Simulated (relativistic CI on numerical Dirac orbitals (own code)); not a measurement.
## Pr⁴⁺: resonant inelastic scattering at the M4,5 edge

Computed with this model: Dirac-Coulomb-Breit CI, separate exchange-only KLI orbitals for each configuration, model QED, valence Slater integrals scaled by 0.8, Kramers-Heisenberg scattering through one core-hole configuration in a parametric crystal field; configurations [Xe] 4f → [Ar] 3d9 4s2 4p6 4d10 4f2 5s2 5p6; 10 K; core-hole width 0.36 eV; summed over polarisations. Incident energies are the highest absorption maxima for each field (at most a few, so the weaker spin-orbit partner edge can be absent), on the computed scale of the free ion. Intensities are in per cent of the strongest line above 0.02 eV; levels within 1 cm⁻¹ are merged; final levels count from the ground level, the first row holds all elastic scattering, lines under 0.4 are left out and each table stops after 24 rows. The scale of the Slater integrals is a model choice and moves the terms in proportion.

Field parameters in Wybourne normalisation; cubic f-shell fields have B⁴₄ = √(5/14) B⁴₀ and B⁶₄ = −√(7/2) B⁶₀. The field is a parameter set, without covalency.

S is read from ⟨S²⟩ = S(S + 1).

Oh, B40 = -3400, B60 = 860 cm⁻¹:

| Final level (eV) | Degeneracy | Irrep | S | 936.6 eV | 953.4 eV | 955.5 eV |
| --- | --- | --- | --- | --- | --- | --- |
| 0.000 | 4 | Γ8 | 0.50 | 149.1 | 44.7 | 254.5 |
| 0.090 | 2 | Γ7 | 0.50 | 27.1 | 11.7 | 100.0 |
| 0.350 | 2 | Γ6 | 0.50 | 15.7 | 0.1 | 8.1 |
| 0.371 | 4 | Γ8 | 0.50 | 23.6 | 0.1 | 10.9 |
| 0.546 | 2 | Γ7 | 0.50 | 16.2 | 0.7 | 18.4 |

Oh, B40 = -1250, B60 = 530 cm⁻¹:

```tsv
Final level (eV)	Degeneracy	Irrep	S	936.6 eV	953.4 eV	955.5 eV
0.000	4	Γ8	0.50	138.6	46.1	236.5
0.036	2	Γ7	0.50	32.9	12.5	100.0
0.359	4	Γ8	0.50	19.6	0.1	10.7
0.363	2	Γ6	0.50	13.1	0.0	6.5
0.429	2	Γ7	0.50	10.5	0.2	12.6
```

D3h, B20 = 940, B40 = -470, B60 = -60, B66 = 240 cm⁻¹:

```tsv
Final level (eV)	Degeneracy	S	936.6 eV	953.4 eV	955.5 eV
0.000	2	0.50	144.5	55.9	264.6
0.052	2	0.50	35.6	10.5	100.0
0.058	2	0.50	13.2	1.0	48.8
0.354	2	0.50	27.6	0.1	12.3
0.403	2	0.50	15.6	0.1	8.6
0.418	2	0.50	4.8	0.0	6.4
0.419	2	0.50	1.2	0.0	3.0
```

For the first field the strongest loss at the lowest incident energy is the level at 0.09 eV (S = 0.50, against 0.50 in the thermal ground state).
